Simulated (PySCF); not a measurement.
# SeH6: fields on a plane

Computed with PBE0/[Se def2-TZVP, H def2-TZVP], no relativity, density fitting, PySCF.

The singlet minimum has Se–H 1.557 Å (×6); H–Se–H 90.0° (×12), H–Se–H 180.0° (×3).

The plane holds Se1 at (0.00, 0.00), H2 at (1.56, 0.00), H3 at (-1.56, 0.00), H4 at (0.00, 1.56), H6 at (0.00, -1.56) Å. Columns run from x = -3.45 to 3.75 Å, rows from y = 3.75 (top) to -3.45 Å, in steps of 0.3 Å. Other isomers or separated fragments may lie lower.

Task: Give the electrostatic potential (V) (cut at 20 V). Lower edges of the bins (V): '_' -0.04, '.' 0.08, ':' 0.27, '-' 0.56, '=' 1.03, '+' 1.78, '*' 2.97, '#' 4.84, '%' 7.82, '@' 12.53; top 20.0, each point printed twice.

Result: 
```
__________________________________________________
__________________________________________________
__________________________________________________
______________________....________________________
__________________..::----::..____________________
______________....--==++++==--....________________
____________....::==**%%%%**==::....______________
__________....::--++%%@@@@%%++--::....____________
________....::--==**%%@@@@%%**==--::....__________
________..::--==++##%%@@@@%%##++==--::..__________
______..--==++**##%%@@@@@@@@%%##**++==--..________
______::==**%%%%%%@@@@@@@@@@@@%%%%%%**==::________
____..--++%%@@@@@@@@@@@@@@@@@@@@@@@@%%++--..______
____..--++%%@@@@@@@@@@@@@@@@@@@@@@@@%%++--..______
______::==**%%%%%%@@@@@@@@@@@@%%%%%%**==::________
______..--==++**##%%@@@@@@@@%%##**++==--..________
________..::--==++##%%@@@@%%##++==--::..__________
________....::--==**%%@@@@%%**==--::....__________
__________....::--++%%@@@@%%++--::....____________
____________....::==**%%%%**==::....______________
______________....--==++++==--....________________
__________________..::----::..____________________
______________________....________________________
__________________________________________________
__________________________________________________
```

Task: Give the electron localisation function (set to 0 where the density is under 0.005 e/Å³). Lower edges of the bins: '0' 0.000, '1' 0.100, '2' 0.200, '3' 0.300, '4' 0.400, '5' 0.500, '6' 0.600, '7' 0.700, '8' 0.800, '9' 0.900; top 1.00.

Result: 
```
0000000000000000000000000
0000000000000000000000000
0000000000000000000000000
0000000007999970000000000
0000000079999997000000000
0000000189999998100000000
0000000079999997000000000
0000000049999994000000000
0000100017999971000100000
0007874114899841147870000
0079999744533544799997000
0099999985144158999999000
0099999993455439999999000
0099999993455439999999000
0099999985144158999999000
0079999744533544799997000
0007874114899841147870000
0000100017999971000100000
0000000049999994000000000
0000000079999997000000000
0000000189999998100000000
0000000079999997000000000
0000000007999970000000000
0000000000000000000000000
0000000000000000000000000
```
